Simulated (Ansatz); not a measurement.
Wavefunction ladder for `[Cl][Sn]([Br])([Br])[Br]`

```xyz
5

Cl   -1.3421   -1.2671    1.3921
Sn   -0.0084   -0.0080    0.0088
Br    1.7119   -1.4482   -0.9555
Br   -1.3893    0.9493   -1.7633
Br    1.0279    1.7741    1.3179
```

Charge 0, multiplicity 1. Correlated methods include outer-core shells of Br, Sn, which these sets cover unevenly. Scalar relativity is left out up to krypton. Sn takes the def2 core potential. All single points use the PBE0-D4/def2-TZVP geometry. Frozen core, restricted reference, Ansatz.

| basis | HF (Eh) | MP2 corr. |
| --- | --- | --- |
| def2-SVP | -8389.19977 | -0.91767 |
| def2-TZVPP | -8390.31970 | -1.31204 |
| def2-QZVPP | -8390.48371 | -2.50249 |

Question: Estimate the CCSD correlation energy and the (T) correction in each basis where they were run (hartree).

Answer: 
| basis | CCSD corr. | (T) |
| --- | --- | --- |
| def2-SVP | -0.93322 | -0.02202 |
